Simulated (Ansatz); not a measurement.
`[OH][W]([OH])(=[S])=[S]` + CH₄ → `[CH3][W]([OH])(=[S])=[S]` + H₂O  (formal exchange of groups at a W–O bond)

Gas-phase electronic energies from Ansatz, PBE0-D4/def2-TZVP geometries. CBS: MP2 limit from def2 TZ/QZ plus the TZ coupled-cluster correction, frozen cores. This one scheme is used for every species. DFT in def2-TZVPP. B3LYP here is the variant with VWN-RPA as its local correlation; programs differ in this. Elements past krypton have def2 core potentials. For W outer-core shells are correlated without core-valence functions, which leaves a few kJ/mol of doubt a bond. One conformer a species, not always the lowest.

Problem. Is it downhill or uphill in electronic energy at CCSD(T)/CBS, and by how much? (Best estimate.)

Solution. Computed: Uphill: ΔE = +1.01 eV.

Problem. What do these levels give: B3LYP-D4, CAM-B3LYP-D4, ωB97X-V, ωB97M-V, revPBE, CAM-B3LYP, LC-ωPBE, RPA@PBE/def2-TZVPP, HF/def2-TZVPP, MP2/def2-TZVPP, MP2/CBS(def2), CCSD/CBS(def2)? (Estimate.)

Solution. Ansatz gave: B3LYP-D4 1.17, CAM-B3LYP-D4 1.20, ωB97X-V 1.15, ωB97M-V 1.10, revPBE 1.18, CAM-B3LYP 1.23, LC-ωPBE 1.16, RPA@PBE/def2-TZVPP 1.05, HF/def2-TZVPP 1.16, MP2/def2-TZVPP 1.02, MP2/CBS(def2) 1.00, CCSD/CBS(def2) 0.99 eV.

Largest T1 diagnostic among the species: 0.023, so the coupled-cluster value is less sure than usual.

From PBE to PBE0 (25 % exact exchange), in def2-TZVPP and without D4, ΔE moves by −0.06 eV. The D4 term adds −0.05 eV with B3LYP and −0.03 eV with PBE0; it sums over pairs of atoms, weighted by their polarisabilities, and B3LYP, whose exchange is more repulsive, gets the larger term. Leaving LDA and LC-ωPBE aside and taking each functional with its dispersion term where it has one, the values, not all of them listed here, spread over 0.19 eV, from PBE-QIDH to B97M-V.
